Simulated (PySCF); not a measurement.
Ionisation energy along the 26-electron series

Calculated with PySCF 2.14 and a two-component X2C-1e Hamiltonian (Gaussian nucleus, no Breit or QED terms), each ion in its own even-tempered basis scaled to its charge; GMP2 freezes [Ne] and drops the highest virtual spinors. Values in eV. NIST values: (m) measured, (s) semi-empirical, (t) theoretical.

| ion | configuration | GHF (spin-free) | GMP2 (spin-free) | GHF (screened spin-orbit) | GMP2 (screened spin-orbit) | NIST |
| --- | --- | --- | --- | --- | --- | --- |
| Tb³⁹⁺ | [Ar] 3d8 | 2974.3 | 2975.5 | 2962.1 | 2963.2 | 2961 ± 4 (t) |
| Dy⁴⁰⁺ | [Ar] 3d8 | 3112.4 | 3113.6 | 3099.1 | 3100.2 | 3098 ± 4 (t) |
| Ho⁴¹⁺ | [Ar] 3d8 | 3253.8 | 3255.0 | 3239.3 | 3240.4 | 3238 ± 4 (t) |

Between Z = 65 and Z = 67 the GMP2 (screened spin-orbit) value grows as Z to the power 2.95.
